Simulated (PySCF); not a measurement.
Si(Cl)(Br)(Me)(NH2) (CH5BrClNSi), SMILES Br[Si](C)(Cl)N.

Geometry optimised at PBE0-D3(BJ)/def2-SVP. One conformer was computed; it need not be the lowest.

Computed with PBE0-D3(BJ)/def2-SVP (PySCF 2.14.0).

Frequencies are harmonic and unscaled.

Q: List the normal modes with their intensities. (Estimate from the structure and the level; the computed values follow.)

A: 
```tsv
mode	ν (cm⁻¹)	IR (km/mol)	Raman (Å⁴/amu)	depolarisation	moving atoms (share of kinetic energy)
1	121	8.7	2.3	0.72	H 33 %, Cl 32 %, Br 15 %, C 10 %
2	152	2.4	1.5	0.75	H 48 %, C 18 %, Cl 14 %, N 12 %
3	159	0.5	0.7	0.75	H 77 %, C 11 %
4	197	2.0	0.9	0.66	H 48 %, Cl 22 %, Si 11 %, C 10 %
5	216	2.2	2.8	0.47	H 25 %, C 24 %, N 14 %, Si 14 %, Br 13 %, Cl 10 %
6	226	8.6	4.1	0.61	N 29 %, H 23 %, Br 18 %, Si 13 %, C 8 %, Cl 8 %
7	286	19.6	2.2	0.71	H 45 %, N 31 %, Cl 10 %
8	397	11.4	7.7	0.03	Si 44 %, Br 18 %, H 15 %, N 9 %
9	449	220.5	0.3	0.74	H 63 %, N 24 %
10	545	157.5	5.2	0.16	Si 47 %, Cl 35 %, H 10 %
11	720	35.4	6.9	0.19	H 36 %, C 35 %, Si 24 %
12	756	11.0	2.7	0.23	H 67 %, C 18 %, N 10 %
13	805	91.7	0.7	0.65	H 70 %, C 21 %
14	875	101.1	0.4	0.45	H 64 %, Si 16 %, N 13 %
15	913	134.8	3.8	0.33	Si 42 %, N 38 %, H 17 %
16	1269	34.6	0.6	0.18	H 77 %, C 23 %
17	1420	6.4	10.3	0.75	H 96 %
18	1423	4.0	9.8	0.75	H 96 %
19	1538	61.4	5.0	0.72	H 89 %, N 11 %
20	3065	0.3	132.6	0.01	H 97 %
21	3173	0.3	82.8	0.74	H 91 %, C 9 %
22	3186	0.1	75.8	0.75	H 91 %, C 9 %
23	3602	50.6	120.4	0.12	H 96 %
24	3703	46.5	72.2	0.75	H 91 %, N 9 %
```
